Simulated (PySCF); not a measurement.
Compound: C₂H₆SSi.
Bonds: C1–C2 (double), C2–S3, S3–Si4. Hydrogens: H5, H6 on C1; H7 on C2; H8, H9, H10 on Si4.

Computed with PySCF at CAM-B3LYP/def2-SVPD, non-relativistic, on one gas-phase PBE0-D3(BJ)/def2-SVP geometry that isn't relaxed in the solvent. The solvent is an IEF-PCM continuum (cavity from Bondi-type radii × 1.2), and excitations are vertical TDDFT with non-equilibrium linear response and a frozen core. The model holds no explicit solvent molecules, cavitation or dispersion.

Gas-phase singlets (H = HOMO, L = LUMO):

| state | E (eV) | λ (nm) | f | leading configurations |
| --- | --- | --- | --- | --- |
| S1 | 5.525 | 224 | 0.005 | H→L 74%, H→L+3 13% |
| S2 | 5.896 | 210 | 0.219 | H→L+1 96% |
| S3 | 6.074 | 204 | 0.004 | H→L+2 55%, H→L+3 27% |
| S4 | 6.414 | 193 | 0.004 | H→L+3 46%, H→L+2 38% |
| S5 | 6.991 | 177 | 0.002 | H→L+4 53%, H→L+5 41% |

Question: What are the lowest 5 singlets in dichloromethane (ε = 8.93)?

Answer: 
```
state  E (eV)  λ (nm)      f  leading configurations  change by rank (eV)
   S1   5.606     221  0.008      H→L 73%, H→L+3 12%               +0.081
   S2   5.857     212  0.294               H→L+1 96%               -0.039
   S3   6.106     203  0.006    H→L+2 66%, H→L+3 15%               +0.032
   S4   6.537     190  0.006    H→L+3 59%, H→L+2 24%               +0.123
   S5   7.056     176  0.000    H→L+5 59%, H→L+4 27%               +0.065
```

Question: The ground-state energy changes by -0.085 eV from gas to dichloromethane. By how much does the total energy of gas-phase S2 change?

Answer: E(S2) = E(S0) + excitation energy, so it changes by -0.085 − 0.039 = -0.124 eV: it is lowered more than the ground state, which is what a red shift means. This is the vertical state, with the slow part of the continuum still set for S0.

Question: How do the frontier levels move from gas to dichloromethane?

Answer: 
```tsv
orbital	gas (eV)	solvent (eV)	change (eV)
LUMO+2	1.16	1.20	+0.04
LUMO+1	0.88	0.95	+0.07
LUMO	0.82	0.93	+0.11
HOMO	-7.95	-7.96	-0.01
HOMO-1	-10.33	-10.33	0.00
HOMO-2	-10.58	-10.53	+0.05
HOMO-3	-11.30	-11.17	+0.13
```

The HOMO–LUMO gap goes from 8.77 to 8.89 eV.

The run took 15 s wall on an Arm Neoverse N1 with one thread (shared host). This is the whole response run at CAM-B3LYP/def2-SVPD in dichloromethane, SCF included.

Conformer computed: `[CH2:1]=[CH:2][S:3][SiH3:4]`: C1–C2–S3–Si4 0°.
